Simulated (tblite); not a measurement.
Species: C4H6BBr2F.
Atom-mapped SMILES: `[F:1][B:2]([Br:3])[C@H:4]1[CH2:5][C@H:6]([Br:7])[CH2:8]1` (hydrogens: H9 on C4; H10, H11 on C5; H12 on C6; H13, H14 on C8)

Computed with GFN2-xTB (tblite), gas phase: L-BFGS steps from a force-field or distance-geometry start until the largest atomic force falls under 0.01 eV/Å.

Step 30: E = -702.7585 eV
```
atom  x, y, z in Å  |  force x, y, z in eV/Å
F1      2.8370    0.6078    1.2504   -0.005  -0.069  -0.073
B2      2.0154   -0.0124    0.4278   -0.046   0.173   0.062
Br3     2.7499   -1.3692   -0.6282    0.012  -0.061  -0.065
C4      0.4869    0.3752    0.3938   -0.023   0.034   0.022
C5     -0.2507    0.6592   -0.9459    0.049  -0.012   0.066
C6     -1.4351   -0.1736   -0.4485    0.047   0.012  -0.036
Br7    -2.8805    0.9324    0.2616   -0.047   0.036   0.020
C8     -0.5488   -0.7554    0.6518    0.005   0.040  -0.014
H9      0.2875    1.2044    1.0803    0.029  -0.023   0.023
H10    -0.4449    1.7116   -1.1458   -0.005  -0.038  -0.034
H11     0.2302    0.2116   -1.8173   -0.007  -0.032   0.065
H12    -1.9066   -0.8643   -1.1426    0.021  -0.040  -0.048
H13    -0.9631   -0.7818    1.6567   -0.028  -0.046   0.002
H14    -0.1780   -1.7460    0.3837   -0.001   0.026   0.010
```

Step 31: E = -702.7605 eV
```
atom  x, y, z in Å  |  force x, y, z in eV/Å
F1      2.8424    0.6049    1.2481   -0.011  -0.057  -0.080
B2      2.0156   -0.0077    0.4254   -0.052   0.134   0.087
Br3     2.7411   -1.3701   -0.6324    0.004  -0.038  -0.058
C4      0.4861    0.3788    0.3978   -0.028   0.019   0.021
C5     -0.2487    0.6576   -0.9435    0.030   0.011   0.035
C6     -1.4329   -0.1759   -0.4491    0.028   0.027  -0.054
Br7    -2.8791    0.9298    0.2663   -0.032   0.024   0.001
C8     -0.5474   -0.7552    0.6541   -0.029   0.032  -0.038
H9      0.2824    1.2073    1.0837    0.044  -0.024   0.020
H10    -0.4461    1.7081   -1.1500    0.005  -0.027  -0.026
H11     0.2344    0.2075   -1.8127   -0.004  -0.030   0.072
H12    -1.9050   -0.8596   -1.1518    0.039  -0.042   0.013
H13    -0.9710   -0.7817    1.6561    0.012  -0.053  -0.017
H14    -0.1726   -1.7442    0.3858   -0.006   0.024   0.026
```

Step 32: E = -702.7619 eV
```
atom  x, y, z in Å  |  force x, y, z in eV/Å
F1      2.8466    0.6044    1.2452    0.000  -0.021  -0.054
B2      2.0149   -0.0019    0.4252   -0.040   0.045   0.052
Br3     2.7378   -1.3687   -0.6355   -0.019   0.001  -0.037
C4      0.4849    0.3807    0.4014   -0.028   0.006   0.019
C5     -0.2467    0.6557   -0.9413    0.003   0.021   0.008
C6     -1.4318   -0.1764   -0.4500    0.004   0.036  -0.038
Br7    -2.8771    0.9313    0.2708   -0.015   0.013  -0.015
C8     -0.5475   -0.7554    0.6547   -0.044   0.018  -0.042
H9      0.2786    1.2081    1.0867    0.040  -0.006   0.030
H10    -0.4458    1.7035   -1.1556    0.015   0.004  -0.019
H11     0.2371    0.2008   -1.8070    0.013  -0.034   0.055
H12    -1.9060   -0.8544   -1.1572    0.045  -0.051   0.042
H13    -0.9764   -0.7854    1.6547    0.032  -0.047  -0.026
H14    -0.1694   -1.7428    0.3857   -0.006   0.015   0.026
```

**Question.** Estimate the geometry and energy of step 33. (The exact step hangs on the optimiser's Hessian estimate; all steps are aligned on step 32, rigid shifts and turns removed.)

**Answer.** E = -702.7628 eV, largest force 0.083 eV/Å
```
atom  x, y, z in Å  |  force x, y, z in eV/Å
F1      2.8510    0.6004    1.2424    0.003   0.008  -0.031
B2      2.0138    0.0005    0.4252   -0.017  -0.032   0.004
Br3     2.7345   -1.3708   -0.6382   -0.046   0.038  -0.013
C4      0.4841    0.3829    0.4034   -0.016   0.000   0.019
C5     -0.2461    0.6567   -0.9394   -0.013   0.027  -0.017
C6     -1.4308   -0.1765   -0.4514   -0.022   0.024  -0.020
Br7    -2.8809    0.9292    0.2690    0.006  -0.002  -0.028
C8     -0.5479   -0.7539    0.6551   -0.040   0.003  -0.028
H9      0.2795    1.2094    1.0892    0.028   0.010   0.039
H10    -0.4483    1.7031   -1.1567    0.025   0.014  -0.014
H11     0.2386    0.2005   -1.8036    0.021  -0.030   0.047
H12    -1.9028   -0.8553   -1.1602    0.048  -0.037   0.056
H13    -0.9783   -0.7858    1.6546    0.031  -0.036  -0.029
H14    -0.1672   -1.7409    0.3885   -0.009   0.013   0.016
```

The energy changes by -0.0009 eV. The first-order estimate −F·Δx gives -0.0012 eV and the mean of the old and new forces, exact on a quadratic surface, -0.0009 eV. The step makes an angle of 63° with the force vector and moves no atom by more than 0.007 Å.

The cost below is that of the whole relaxation. The run took 0.84 s on one thread of an Arm Neoverse N1 (shared host).
